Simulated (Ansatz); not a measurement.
CH$_{7}$BGaNO (`CB(O)[NH][GaH2]`), relaxed with RKS PBE0-D4/def2-TZVP in Ansatz 0.2.0 from a GFN2-xTB geometry. The force threshold is 0.005 eV/Å; the program also tests the step.

The species carries charge 0 and has multiplicity 1.

Start:

```xyz
12

C     0.182    1.826    0.513
B    -0.030    0.306    0.118
O     1.020   -0.447   -0.505
N    -1.127   -0.531    0.249
Ga   -0.317   -2.063   -0.544
H     0.259    2.448   -0.377
H     1.101    1.968    1.079
H    -0.635    2.216    1.111
H     1.854    0.004   -0.652
H    -1.996   -0.229    0.659
H    -0.588   -2.350   -2.043
H     0.278   -3.149    0.391
```

Problem. By how much does the energy fall, and how many steps does the optimiser take? (An estimate is asked.)

Solution. The calculation gave: 0.06 eV, in 13 steps, 1 of them rejected.

Problem. Which bonds change most? (Best estimate.)

Solution. Computed: Ga5–H11 from 1.550 to 1.568 Å; Ga5–H12 from 1.551 to 1.568 Å; C1–B2 from 1.585 to 1.567 Å.

Problem. Give the relaxed structure. (An estimate is asked.)

Solution. The calculation gave: 
```xyz
12

C     0.181    1.844    0.522
B    -0.021    0.343    0.119
O     1.022   -0.396   -0.529
N    -1.082   -0.533    0.256
Ga   -0.336   -2.102   -0.544
H     0.403    2.463   -0.355
H     1.025    1.960    1.210
H    -0.701    2.265    1.007
H     1.861    0.015   -0.730
H    -1.965   -0.313    0.675
H    -0.679   -2.375   -2.049
H     0.293   -3.170    0.417
```
